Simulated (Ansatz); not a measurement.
Ansatz (a program for electronic structure) input file for Ti(F)2(OH)2 (F₂H₂O₂Ti), SMILES [OH][Ti]([OH])([F])[F], multiplicity 1, PBE/def2-SVPD. Geometry optimised at B3LYP-D3(BJ)/def2-SVP. The spin state was assumed, not searched. The structure was generated by enumeration; whether it is a known compound was not checked. The values are those of a single conformer.

Ansatz 0.2 input:
```yaml
crystal:
  periodic: [false, false, false]
  atoms:
    - {symbol: Ti, position_ang: [0.01634579, -0.00745056, -0.00223999]}
    - {symbol: F, position_ang: [0.95049872, 1.21677294, -0.84042838]}
    - {symbol: F, position_ang: [1.04248333, -0.74317010, 1.21806365]}
    - {symbol: O, position_ang: [-0.51594137, -1.24730153, -1.15641216]}
    - {symbol: H, position_ang: [-1.37746072, -1.61059234, -1.39555032]}
    - {symbol: O, position_ang: [-1.38501923, 0.73901488, 0.77262688]}
    - {symbol: H, position_ang: [-1.71130023, 1.57837244, 1.11639468]}
basis:
  gaussian:
    orbitals: def2-SVPD
hamiltonian:
  xc: {name: PBE}
```

Output:

```
WARN ansatz: RAYON_NUM_THREADS=1 ignored (pool sized by the plan → 1); use --threads N
Functional definition: PBE
integrals: 0.08 GiB planned
1244 factors; their error is unknown
mean field: 0.51 GiB planned
mean field evaluation 1: about -32640.4270 eV, gradient 1.0e2 eV
mean field evaluation 2: about -32140.7082 eV, gradient 4.8e2 eV
mean field evaluation 4: about -32653.3686 eV, gradient 5.3e1 eV
mean field evaluation 8: about -32658.6992 eV, gradient 8.6e-1 eV
mean field evaluation 16: about -32658.6623 eV, gradient 1.6e-3 eV
mean field -32658.66234766 eV, -1200.1837044403 hartree, gradient 4.4e-5 eV, S^2 0.000000; 0 other end points of the search recorded, 0 dependent functions left out
reference -32658.66240168 eV, -1200.1837064252 hartree; 29, 29 occupied and 113, 113 virtual orbitals, 1244 factors
Total energy: -32658.66240168 eV, -1200.1837064252 hartree
```

The run converged.

Cost: around 4 core-seconds (rough).
